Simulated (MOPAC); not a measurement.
Input file for MOPAC: PM6 on HfAl, 2S+1 = 4, a spin state set in the input, which need not be the lowest, a point of a bond scan (R = 2.918 Å).

```
PM6 1SCF PRECISE CHARGE=0 UHF MS=1.5 THREADS=1
AlHf

Hf     0.00000000 1     0.00000000 1     0.00000000 1
Al     0.00000000 1     0.00000000 1     2.91841000 1
```

Program output:

```
*******************************************************************************
 **                                                                           **
 **                              MOPAC v23.2.5                                **
 **                                                                           **
 *******************************************************************************
 ** MOPAC's Digital Object Identifier: https://doi.org/10.5281/zenodo.6511958 **
 **                                                                           **
 ** Please cite the open-source release paper for use of this MOPAC version:  **
 ** J. E. Moussa and J. J. P. Stewart (2026)                                  **
 ** MOPAC: An open-source semiempirical molecular orbital program             **
 ** J. Open Source Softw., 11(119), 8025, https://doi.org/10.21105/joss.08025 **
 *******************************************************************************

                              PM6 CALCULATION RESULTS

 *******************************************************************************
 *  PM6        - The PM6 Hamiltonian to be used
 *  UHF        - UNRESTRICTED HARTREE-FOCK CALCULATION
 *
 *
 *
 *                 CHARGE ON SYSTEM = 0
 *
 *
 *
 *  MS=        - IN MECI, MAGNETIC COMPONENT OF SPIN =  1.5
 *  PRECISE    - TIGHTER CRITERIA TO BE USED
 *  1SCF       - DO 1 SCF AND THEN STOP
 *  THREADS=1  - MULTI-THREADING NOT USED
 *  T=         - A TIME OF 172800.0 SECONDS REQUESTED
 *  DUMP=N     - RESTART FILE WRITTEN EVERY 7200.0 SECONDS REQUESTED
 *******************************************************************************
PM6 1SCF PRECISE CHARGE=0 UHF MS=1.5 THREADS=1
 AlHf

   ATOM   CHEMICAL          X               Y               Z
  NUMBER   SYMBOL      (ANGSTROMS)     (ANGSTROMS)     (ANGSTROMS)

     1      Hf          0.00000000  *   0.00000000  *   0.00000000  *
     2      Al          0.00000000  *   0.00000000  *   2.91841000  *



          CARTESIAN COORDINATES

    NO.       ATOM           X           Y           Z

     1        Hf          0.0000      0.0000      0.0000
     2        Al          0.0000      0.0000      2.9184

 General Reference for PM6:
 "Optimization of Parameters for Semiempirical Methods V: Modification of NDDO Approximations
 and Application to 70 Elements", J. J. P. Stewart, J. Mol. Mod., 13, 1173-1213 (2007)
 URL: https://link.springer.com/article/10.1007/s00894-007-0233-4

           Empirical Formula: Hf Al  =     2 atoms



      MOLECULAR POINT GROUP   :   C*v


          UHF CALCULATION, NO. OF ALPHA ELECTRONS =    5
                           NO. OF BETA  ELECTRONS =    2

 -------------------------------------------------------------------------------
 PM6 1SCF PRECISE CHARGE=0 UHF MS=1.5 THREADS=1
 AlHf



     1SCF WAS SPECIFIED, SO BFGS WAS NOT USED
     SCF FIELD WAS ACHIEVED


                              PM6 CALCULATION
                                                       MOPAC v23.2.5 Linux




          FINAL HEAT OF FORMATION =         74.39081 KCAL/MOL =     311.25116 KJ/MOL


          COSMO AREA              =        122.21 SQUARE ANGSTROMS
          COSMO VOLUME            =        116.31 CUBIC ANGSTROMS

          IONIZATION POTENTIAL    =          8.116419 EV
          ALPHA SOMO LUMO (EV)    =         -8.116 -3.963
          BETA  SOMO LUMO (EV)    =         -8.518 -3.419
          NO. OF ALPHA ELECTRONS  =          5
          NO. OF BETA  ELECTRONS  =          2
          MOLECULAR WEIGHT        =        205.4715         POINT GROUP:  C*v

          MOLECULAR DIMENSIONS (Angstroms)

            Atom       Atom       Distance
           Al     2   Hf     1     2.91841
           Al     2   Hf     1     0.00000
           Hf     1   Al     2     0.00000


          SCF CALCULATIONS        =          1





   ATOM   CHEMICAL          X               Y               Z
  NUMBER   SYMBOL      (ANGSTROMS)     (ANGSTROMS)     (ANGSTROMS)

     1      Hf          0.00000000  *   0.00000000  *   0.00000000  *
     2      Al          0.00000000  *   0.00000000  *   2.91841000  *

                             CARTESIAN COORDINATES

   1   Hf        0.000000000     0.000000000     0.000000000
   2   Al        0.000000000     0.000000000     2.918410000


           Empirical Formula: Hf Al  =     2 atoms



      MOLECULAR POINT GROUP   :   C*v


          ALPHA EIGENVALUES
 -14.38438  -9.96810  -8.27797  -8.27797  -8.11642  -3.96258  -3.52154  -0.84746
  -0.84746  -0.36139   9.42323   9.42323  11.87816  96.34926  96.35383  98.85766
  98.85766  99.42856


           BETA EIGENVALUES
 -14.59131  -8.51821  -3.41858  -2.92724  -2.92724  -2.60184  -2.33481  -1.26778
  -0.54582  -0.54582   9.49456   9.49456  11.93581  96.17891  96.37626  96.37655
  96.49777  96.49777


              NET ATOMIC CHARGES AND DIPOLE CONTRIBUTIONS

  ATOM NO.   TYPE          CHARGE      No. of ELECS.   s-Pop       p-Pop       d-Pop
    1         Hf          -0.713452        4.7135     1.23369     0.23315     3.24661
    2         Al           0.713452        2.2865     1.63419     0.64752     0.00484
 DIPOLE           X         Y         Z       TOTAL
 POINT-CHG.     0.000     0.000    10.001    10.001
 HYBRID         0.000     0.000    -3.064     3.064
 SUM            0.000     0.000     6.937     6.937


          ATOMIC ORBITAL ELECTRON POPULATIONS

     Atom    s        px        py        pz      x^2-y^2     xz        z^2       yz        xy
    1 Hf   1.23369   0.00499   0.00499   0.22318   0.99990   0.93012   0.38647   0.93012   0.00000
    2 Al   1.63419   0.06353   0.06353   0.52047   0.00010   0.00137   0.00200   0.00137   0.00000


                    (SZ)    =    1.500000
                    (S**2)  =    4.509118


          ATOMIC ORBITAL SPIN POPULATIONS

    Atom   Total    s     px     py     pz   x^2-y^2  xz     z^2    yz     xy
         Atomic
    1 Hf  3.4462  0.706  0.005  0.005 -0.003  1.000  0.930 -0.128  0.930  0.000
    2 Al -0.4462 -0.154  0.064  0.064 -0.421  0.000  0.001 -0.001  0.001  0.000

 **********************
 *                    *
 * JOB ENDED NORMALLY *
 *                    *
 **********************




 == MOPAC DONE ==
```

The run finished. Its determinant has ⟨S²⟩ = 4.51, a mixture of spin states.

Cost: about 0.03 core-seconds (a rough figure).
